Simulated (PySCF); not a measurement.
SMILES S/C=C\S (B3LYP/def2-SVP optimised geometry):

```
8

S      1.138     0.762    -0.001
C      0.132    -0.699     0.000
C     -1.211    -0.699     0.000
S     -2.327     0.667     0.000
H      2.327     0.123     0.002
H      0.666    -1.653     0.001
H     -1.740    -1.657     0.000
H     -1.404     1.657     0.005
```

Computed with PySCF 2.14.0 with B3LYP/def2-TZVP.

### Question
What are the frontier orbital energies and the dipole moment?

### Answer
HOMO-2 -9.37 eV, HOMO-1 -7.74 eV, HOMO -5.87 eV, LUMO -0.46 eV, LUMO+1 -0.23 eV; dipole moment 1.63 D.

Meta-Löwdin charges at B3LYP/def2-TZVP: S1 -0.01, C2 -0.23, C3 -0.23, S4 0.01, H5 0.10, H6 0.13, H7 0.14, H8 0.09.
